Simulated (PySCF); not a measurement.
Stepwise substitution at one centre (In NH2-SH). Gas-phase values, no solvent. One relaxed conformer stands for each flexible species; it need not be the lowest. Strings in code marks are SMILES.

The S1 excitation (TDA) from two functionals at the same geometries (B3LYP-D3(BJ)/def2-TZVP), both in PySCF: PBE-D3(BJ)/def2-TZVP and B3LYP-D3(BJ)/def2-TZVP. B3LYP has the VWN-RPA correlation part, as in Gaussian. Excitations are Tamm–Dancoff values on a coarser integration grid. The basis has no diffuse functions, so Rydberg states are missing or too high.

```
species                                             PBE-D3(BJ)/def2-TZVP (eV)  B3LYP-D3(BJ)/def2-TZVP (eV)
--------------------------------------------------  -------------------------  ---------------------------
1 of 3 NH2 replaced by SH (`[NH2][In]([NH2])[SH]`)                       4.04                         4.48
2 of 3 NH2 replaced by SH (`[NH2][In]([SH])[SH]`)                        3.95                         4.32
3 of 3 NH2 replaced by SH (`[SH][In]([SH])[SH]`)                         3.79                         4.16
```

Over these rows, drawn at random from the members with no instability flagged (it was tested for open shells, ions and some series alone), PBE minus B3LYP-D3(BJ): mean -0.40 eV, from -0.44 eV to -0.37 eV.
